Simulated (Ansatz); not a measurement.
```yaml
crystal:
  periodic: [false, false, false]
  atoms:
    - {symbol: C, position_ang: [-0.142282, -1.706972, 0.840725]}
    - {symbol: O, position_ang: [-0.134690, -0.315456, 0.581284]}
    - {symbol: B, position_ang: [0.195810, 0.210688, -0.636837]}
    - {symbol: C, position_ang: [0.584310, -0.729545, -1.836029]}
    - {symbol: C, position_ang: [0.160172, 1.772511, -0.748074]}
    - {symbol: O, position_ang: [-0.704670, 1.189149, 2.952092]}
    - {symbol: H, position_ang: [0.839145, -2.148568, 0.651373]}
    - {symbol: H, position_ang: [-0.885872, -2.217123, 0.223080]}
    - {symbol: H, position_ang: [-0.396962, -1.844372, 1.891493]}
    - {symbol: H, position_ang: [0.770261, -0.180122, -2.759689]}
    - {symbol: H, position_ang: [-0.194189, -1.474241, -2.036161]}
    - {symbol: H, position_ang: [1.490306, -1.301685, -1.602563]}
    - {symbol: H, position_ang: [1.117815, 2.150021, -1.122797]}
    - {symbol: H, position_ang: [-0.065320, 2.275756, 0.193785]}
    - {symbol: H, position_ang: [-0.583713, 2.077564, -1.493434]}
    - {symbol: H, position_ang: [-0.470981, 0.734219, 2.129905]}
    - {symbol: H, position_ang: [-1.598138, 1.507678, 2.811847]}
basis:
  gaussian: {orbitals: "6-31++G**", point_charges: [{charge: -1.00, position_ang: [5.444, 0.493, 0.129]}]}
total_charge: 1
magnetization: {spin_polarized: true, initial_magnetization: 1}
hamiltonian: {xc: {name: r2SCAN0}}
accuracy: high
output: {forces: true}
```

```sh
$ ansatz run in.yaml --threads 4 --pin off --events-out ev --progress --plain --max-ram 11315MiB
```

It prints (some lines left out):

```
Functional definition: r2SCAN0
4018 factors; integrals over basis functions are off by at most 1.0e-8 eV
mean field evaluation 1: about -8029.1010 eV, gradient 6.6e1 eV
mean field evaluation 2: about -7999.1175 eV, gradient 9.5e1 eV
mean field evaluation 4: about -8046.5369 eV, gradient 2.6e1 eV
mean field evaluation 8: about -8049.5606 eV, gradient 7.2e-1 eV
mean field evaluation 16: about -8049.7736 eV, gradient 5.3e-2 eV
mean field evaluation 32: about -8049.7736 eV, gradient 1.7e-5 eV
mean field -8049.77358855 eV, -295.8237230465 hartree, gradient 4.0e-8 eV, S^2 0.756673; 4 other end points of the search recorded, 0 dependent functions left out
reference -8049.77359653 eV, -295.8237233399 hartree; 25, 24 occupied and 155, 156 virtual orbitals, 4018 factors
Total energy: -8049.77359653 eV, -295.8237233399 hartree
Atom 0 at    -0.142282    -1.706972     0.840725 Å, force    -0.018508    -1.004081     0.720712 eV/Å
Atom 1 at    -0.134690    -0.315456     0.581284 Å, force     0.556607     0.174605    -2.591663 eV/Å
Atom 2 at     0.195810     0.210688    -0.636837 Å, force    -0.605829    -0.215539     3.477257 eV/Å
Atom 3 at     0.584310    -0.729545    -1.836029 Å, force     0.458691    -0.766969    -1.956479 eV/Å
Atom 4 at     0.160172     1.772511    -0.748074 Å, force     0.227683     1.539810    -1.394619 eV/Å
Atom 5 at    -0.704670     1.189149     2.952092 Å, force     0.032400     0.063514    -0.352166 eV/Å
Atom 6 at     0.839145    -2.148568     0.651373 Å, force     0.022209     0.311066     0.148764 eV/Å
Atom 7 at    -0.885872    -2.217123     0.223080 Å, force    -0.099783     0.296447     0.088158 eV/Å
Atom 8 at    -0.396962    -1.844372     1.891493 Å, force     0.040184    -0.043705    -0.058032 eV/Å
Atom 9 at     0.770261    -0.180122    -2.759689 Å, force    -0.021909     0.097265     0.229738 eV/Å
Atom 10 at    -0.194189    -1.474241    -2.036161 Å, force    -0.360839     0.323426     0.373181 eV/Å
Atom 11 at     1.490306    -1.301685    -1.602563 Å, force     0.165796     0.444292     0.526048 eV/Å
Atom 12 at     1.117815     2.150021    -1.122797 Å, force     0.021371    -0.238786     0.077319 eV/Å
Atom 13 at    -0.065320     2.275756     0.193785 Å, force     0.005714    -0.548750     0.400659 eV/Å
Atom 14 at    -0.583713     2.077564    -1.493434 Å, force     0.054063    -0.231572     0.020211 eV/Å
Atom 15 at    -0.470981     0.734219     2.129905 Å, force     0.106748    -0.247159     0.210162 eV/Å
Atom 16 at    -1.598138     1.507678     2.811847 Å, force    -0.158778     0.104642     0.164626 eV/Å
Dipole moment:     0.063441    -0.222513    -0.776424 e Å
```

Hardware: 4 threads of an Arm Neoverse V2 on a shared host. Wall time 57 s, peak host memory 1.6 GiB.
